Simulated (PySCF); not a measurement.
C$_{4}$H$_{11}$O$_{2}$Sn (SMILES CCC[CH2][Sn]([OH])[OH]), doublet, geometry from GFN2-xTB (such geometries of metal compounds can be far from the true shape) (the spin is typed, not shown lowest) (all electrons, no relativity); PBE0/STO-3G (PySCF).

Input for PySCF:
```python
from pyscf import gto, scf, dft

mol = gto.Mole()
mol.atom = '''
    Sn    0.15498834    0.58668130    1.09221065
    C    -0.18159615   -0.28103511   -1.30622943
    C     0.79056007   -1.35186222   -1.65870720
    C     0.40734802   -2.05320072   -2.98037972
    C     0.50481408   -1.12829693   -4.18578975
    H    -1.20481235   -0.61130894   -1.17630138
    H    -0.09774279    0.64468135   -1.85913199
    H     1.79812903   -0.94273068   -1.76154653
    H     0.80303779   -2.11729564   -0.87756553
    H     1.08105954   -2.90166149   -3.11974155
    H    -0.60919303   -2.44089245   -2.89492110
    H     1.50073134   -0.69643982   -4.25832705
    H    -0.21856745   -0.32045357   -4.11564389
    H     0.30667585   -1.68418088   -5.09945805
    O    -1.28350230    2.05105287    1.12084977
    H    -2.01994372    1.90244478    1.71076029
    O    -0.92167345   -0.76094089    2.26361104
    H    -0.57414180   -1.60075401    2.55229480
'''
mol.basis = 'sto-3g'
mol.spin = 1
mol.verbose = 5
mol.build()

mf = dft.UKS(mol)
mf.xc = 'pbe0'
mf.kernel()
```

**Question.** Predict the main parts of the log of this PySCF run.

**Answer.** 
```
PySCF version 2.14.0

[INPUT] verbose = 5
[INPUT] max_memory = 4000
[INPUT] num. atoms = 18
[INPUT] num. electrons = 101
[INPUT] charge = 0
[INPUT] spin (= nelec alpha-beta = 2S) = 1
[INPUT] symmetry False subgroup None
[INPUT] Mole.unit = angstrom
[INPUT] Symbol           X                Y                Z      unit          X                Y                Z       unit  Magmom
[...]
[INPUT] ---------------- BASIS SET ----------------
[INPUT] l, kappa, [nprim/nctr], expnt,             c_1 c_2 ...
[INPUT] H
[...]
                                0.62391373        0.53532814
                                0.1688554         0.44463454
[INPUT] Sn
[...]
                                978.2371611       0.5353281423
                                264.7491522       0.4446345422
[...]
                                109.6946243       0.3995128261
                                35.67609636       0.7001154689
[...]
                                18.043066         0.2175436044
                                6.96157579        0.9166769611
[...]
                                2.174045204       0.0576109534
                                0.9570200509      1.115578745
[...]
                                0.3357601616      -0.1972567438
                                0.1483111678      1.375495512
[...]
                                109.6946243       0.6076837186
                                35.67609636       0.3919573931
[...]
                                18.043066         0.5777664691
                                6.96157579        0.4846460366
[...]
                                2.174045204       0.5852047641
                                0.9570200509      0.543944204
[...]
                                0.3357601616      0.629032369
                                0.1483111678      0.6662832743
[...]
                                18.043066         0.6555473627
                                6.96157579        0.286573259
[...]
                                2.174045204       0.6686785577
                                0.9570200509      0.3052468245
[INPUT] O
[...]
                                23.808861         0.53532814
                                6.4436083         0.44463454
[...]
                                1.1695961         0.39951283
                                0.380389          0.70011547
[...]
                                1.1695961         0.60768372
                                0.380389          0.39195739
[INPUT] C
[...]
                                13.045096         0.53532814
                                3.5305122         0.44463454
[...]
                                0.6834831         0.39951283
                                0.2222899         0.70011547
[...]
                                0.6834831         0.60768372
                                0.2222899         0.39195739

nuclear repulsion = 661.768726986299
number of shells = 40
number of NR pGTOs = 204
number of NR cGTOs = 68
basis = sto-3g
ecp = {}

******** <class 'pyscf.dft.uks.UKS'> ********
method = UKS
initial guess = minao
damping factor = 0
level_shift factor = 0
DIIS = <class 'pyscf.scf.diis.CDIIS'>
diis_start_cycle = 1
diis_space = 8
diis_damp = 0
SCF conv_tol = 1e-09
SCF conv_tol_grad = None
SCF max_cycles = 50
direct_scf = True
direct_scf_tol = 1e-13
number electrons alpha = 51  beta = 50
XC library pyscf.dft.libxc version 7.1.2
    S. Lehtola, C. Steigemann, M. J. T. Oliveira, and M. A. L. Marques,  SoftwareX 7, 1–5 (2018)
XC functionals = pbe0
    C. Adamo and V. Barone,  J. Chem. Phys. 110, 6158 (1999)
    M. Ernzerhof and G. E. Scuseria,  J. Chem. Phys. 110, 5029 (1999)
radial grids:
    Treutler-Ahlrichs [JCP 102, 346 (1995); DOI:10.1063/1.469408] (M4) radial grids

becke partition: Becke, JCP 88, 2547 (1988); DOI:10.1063/1.454033
pruning grids: <function nwchem_prune>
grids dens level: 3
symmetrized grids: False
atomic radii adjust function: <function treutler_atomic_radii_adjust>
small_rho_cutoff = 0
Set gradient conv threshold to 3.16228e-05
atom Sn rad-grids = 95, ang-grids = [ 50  50  50  50  50  50  50  50  50  50  50  50  50  50  50  50  50  50
  50  50  50  50  50  50  50  50  50  50  50  50  86  86  86  86  86  86
  86  86  86  86  86  86  86  86  86  86 350 350 350 350 350 350 350 350
 350 350 350 434 434 434 434 434 434 434 434 434 434 434 434 434 434 434
 434 434 434 434 434 434 434 434 350 350 350 350 350 350 350 350 350 350
 350 350 350 350 350]
atom C rad-grids = 75, ang-grids = [ 50  50  50  50  50  50  50  50  50  50  50  50  50  50  50  50  50  50
  50  50  50  50  86  86  86  86  86  86  86  86  86  86 266 266 266 266
 266 266 302 302 302 302 302 302 302 302 302 302 302 302 302 302 302 302
 302 302 302 302 266 266 266 266 266 266 266 266 266 266 266 266 266 266
 266 266 266]
atom H rad-grids = 50, ang-grids = [ 50  50  50  50  50  50  50  50  50  50  50  50  50  50  50  86  86  86
  86 266 266 266 266 266 302 302 302 302 302 302 302 302 302 302 302 302
 302 266 266 266 266 266 266 266 266 266 266 266 266 266]
atom O rad-grids = 75, ang-grids = [ 50  50  50  50  50  50  50  50  50  50  50  50  50  50  50  50  50  50
  50  50  50  50  50  86  86  86  86  86  86  86  86  86 266 266 266 266
 266 266 266 302 302 302 302 302 302 302 302 302 302 302 302 302 302 302
 302 302 302 302 302 266 266 266 266 266 266 266 266 266 266 266 266 266
 266 266 266]
tot_boxes 5355, boxes in each direction [13 15 19]
Padding 6 grids
tot grids = 214488
nelec by numeric integration = [49.75942528 49.75942528]
E1 = -9898.125747477912  E2 = 2982.431810114123  Ecoul = 3184.1758926432567  Exc = -201.74408252913386
init E= -6253.92521037749
cond(S) = 13.01089016323163

  alpha mo_energy =
[-1.02175594e+03 -1.50880673e+02 -1.43512090e+02 -1.43512068e+02
 -1.43512062e+02 -2.88949690e+01 -2.61883160e+01 -2.61882972e+01
 -2.61882756e+01 -1.95273271e+01 -1.95185306e+01 -1.82547686e+01
 -1.82547196e+01 -1.82547094e+01 -1.82546535e+01 -1.82546015e+01
[...]
 -4.22079763e-01 -3.92620592e-01 -3.90760553e-01 -3.57283610e-01
 -3.48228301e-01 -3.33471508e-01 -3.11335875e-01 -2.98689583e-01
 -2.92889629e-01 -2.19591677e-01 -1.68197042e-01 -1.56938198e-01
 -1.32095763e-01 -1.13875208e-01  9.06487184e-03  1.93018962e-01
  2.04351204e-01  2.34659706e-01  4.00275439e-01  4.19756161e-01
  4.32751091e-01  4.75335923e-01  4.78246465e-01  4.81929435e-01
  4.84110469e-01  5.01060041e-01  5.19833139e-01  5.39888776e-01
  5.44626384e-01  5.52100909e-01  5.78583492e-01  6.07547765e-01]
multiplicity <S^2> = 0.76588793  2S+1 = 2.0158253
nelec by numeric integration = [51.00002359 50.00002216]
E1 = -9986.70711179834  E2 = 3054.758556655959  Ecoul = 3259.0111150945118  Exc = -204.25255843855277
cycle= 14 E= -6270.17982815608  delta_E= -1.32e-09  |g|= 9.91e-06  |ddm|= 0.00015
  alpha mo_energy =
[-1.01990684e+03 -1.49340288e+02 -1.41948283e+02 -1.41948178e+02
 -1.41948037e+02 -2.76445402e+01 -2.49431566e+01 -2.49428316e+01
 -2.49423438e+01 -1.88500990e+01 -1.88463998e+01 -1.70015079e+01
 -1.70014902e+01 -1.70011324e+01 -1.70009211e+01 -1.70008232e+01
 -1.00454403e+01 -1.00429606e+01 -1.00342823e+01 -1.00046868e+01
 -4.06524236e+00 -2.94612510e+00 -2.94487807e+00 -2.94347364e+00
 -9.01151925e-01 -8.95091905e-01 -7.78708332e-01 -6.96057933e-01
 -6.11084168e-01 -5.46544380e-01 -5.26160876e-01 -5.20470278e-01
 -5.17802529e-01 -5.16307131e-01 -5.15872238e-01 -4.39272572e-01
 -4.24678234e-01 -3.97680096e-01 -3.92717338e-01 -3.59608197e-01
 -3.52406811e-01 -3.35447710e-01 -3.15803566e-01 -2.99602258e-01
 -2.94504378e-01 -2.37798072e-01 -1.94541242e-01 -1.74215653e-01
 -1.52862045e-01 -1.40151344e-01 -9.23129057e-02  1.63089160e-01
  1.88081818e-01  2.24862208e-01  3.99138153e-01  4.18593847e-01
  4.30303298e-01  4.72054974e-01  4.74574084e-01  4.78949692e-01
  4.81180978e-01  4.94567328e-01  5.17529590e-01  5.37635918e-01
  5.41608080e-01  5.51568936e-01  5.76256292e-01  6.03189807e-01]
  beta  mo_energy =
[-1.01990654e+03 -1.49340024e+02 -1.41948097e+02 -1.41947955e+02
 -1.41947767e+02 -2.76441188e+01 -2.49428795e+01 -2.49424870e+01
 -2.49419541e+01 -1.88474364e+01 -1.88433581e+01 -1.70012947e+01
 -1.70012561e+01 -1.70009079e+01 -1.70006354e+01 -1.70005763e+01
 -1.00457837e+01 -1.00425806e+01 -1.00342895e+01 -9.99840451e+00
 -4.06406127e+00 -2.94536771e+00 -2.94375960e+00 -2.94188150e+00
 -8.90451933e-01 -8.83580053e-01 -7.76242351e-01 -6.91351425e-01
 -6.04820390e-01 -5.43727982e-01 -5.25072214e-01 -5.19478308e-01
 -5.16988838e-01 -5.15072307e-01 -5.14621689e-01 -4.37860833e-01
 -4.22078372e-01 -3.92620371e-01 -3.90759193e-01 -3.57281750e-01
 -3.48228090e-01 -3.33469612e-01 -3.11333909e-01 -2.98687460e-01
 -2.92887437e-01 -2.19590902e-01 -1.68197201e-01 -1.56938473e-01
 -1.32095614e-01 -1.13875206e-01  9.06578058e-03  1.93020426e-01
  2.04351352e-01  2.34659619e-01  4.00277777e-01  4.19757751e-01
  4.32753540e-01  4.75337704e-01  4.78246221e-01  4.81930187e-01
  4.84111756e-01  5.01062230e-01  5.19834817e-01  5.39891003e-01
  5.44628411e-01  5.52101863e-01  5.78585961e-01  6.07551363e-01]
multiplicity <S^2> = 0.76588766  2S+1 = 2.0158251
nelec by numeric integration = [51.00002359 50.00002216]
E1 = -9986.707103063934  E2 = 3054.7585479214295  Ecoul = 3259.011102242044  Exc = -204.25255432061482
cycle= 15 E= -6270.17982815621  delta_E= -1.26e-10  |g|= 5.48e-06  |ddm|= 3.5e-05
  alpha mo_energy =
[-1.01990684e+03 -1.49340287e+02 -1.41948282e+02 -1.41948176e+02
 -1.41948036e+02 -2.76445389e+01 -2.49431554e+01 -2.49428304e+01
 -2.49423425e+01 -1.88500969e+01 -1.88464028e+01 -1.70015067e+01
 -1.70014890e+01 -1.70011311e+01 -1.70009198e+01 -1.70008220e+01
 -1.00454462e+01 -1.00429647e+01 -1.00342804e+01 -1.00046909e+01
 -4.06524123e+00 -2.94612394e+00 -2.94487702e+00 -2.94347247e+00
 -9.01151451e-01 -8.95092049e-01 -7.78710458e-01 -6.96059308e-01
 -6.11085627e-01 -5.46545808e-01 -5.26159745e-01 -5.20469278e-01
 -5.17801424e-01 -5.16306022e-01 -5.15871119e-01 -4.39274156e-01
 -4.24679360e-01 -3.97680293e-01 -3.92718357e-01 -3.59609296e-01
 -3.52406835e-01 -3.35448977e-01 -3.15805009e-01 -2.99603645e-01
 -2.94505809e-01 -2.37798491e-01 -1.94541893e-01 -1.74214629e-01
 -1.52861385e-01 -1.40152085e-01 -9.23133784e-02  1.63088384e-01
  1.88082232e-01  2.24862734e-01  3.99136495e-01  4.18592573e-01
  4.30301464e-01  4.72053605e-01  4.74574216e-01  4.78948977e-01
  4.81179732e-01  4.94565724e-01  5.17528350e-01  5.37634372e-01
  5.41606761e-01  5.51568171e-01  5.76254566e-01  6.03187555e-01]
  beta  mo_energy =
[-1.01990654e+03 -1.49340022e+02 -1.41948096e+02 -1.41947954e+02
 -1.41947765e+02 -2.76441175e+01 -2.49428782e+01 -2.49424858e+01
 -2.49419528e+01 -1.88474344e+01 -1.88433614e+01 -1.70012934e+01
 -1.70012548e+01 -1.70009066e+01 -1.70006341e+01 -1.70005750e+01
 -1.00457897e+01 -1.00425847e+01 -1.00342877e+01 -9.99840830e+00
 -4.06406013e+00 -2.94536650e+00 -2.94375857e+00 -2.94188031e+00
 -8.90451843e-01 -8.83581397e-01 -7.76244321e-01 -6.91352592e-01
 -6.04821568e-01 -5.43729299e-01 -5.25071106e-01 -5.19477307e-01
 -5.16987728e-01 -5.15071200e-01 -5.14620570e-01 -4.37862330e-01
 -4.22079390e-01 -3.92620760e-01 -3.90760096e-01 -3.57282944e-01
 -3.48228095e-01 -3.33470785e-01 -3.11335319e-01 -2.98688834e-01
 -2.92888843e-01 -2.19591537e-01 -1.68197110e-01 -1.56938947e-01
 -1.32096873e-01 -1.13875574e-01  9.06576170e-03  1.93020101e-01
  2.04351246e-01  2.34659741e-01  4.00276182e-01  4.19756569e-01
  4.32751864e-01  4.75336472e-01  4.78246334e-01  4.81929104e-01
  4.84110758e-01  5.01060915e-01  5.19833783e-01  5.39889451e-01
  5.44627285e-01  5.52101000e-01  5.78584216e-01  6.07549323e-01]
multiplicity <S^2> = 0.76588876  2S+1 = 2.0158261
nelec by numeric integration = [51.00002359 50.00002216]
E1 = -9986.707098927163  E2 = 3054.75854378462  Ecoul = 3259.0111024702774  Exc = -204.25255868565733
Extra cycle  E= -6270.17982815624  delta_E= -3.82e-11  |g|= 6.04e-06  |ddm|= 2.31e-05
converged SCF energy = -6270.17982815624  <S^2> = 0.76588876  2S+1 = 2.0158261
```
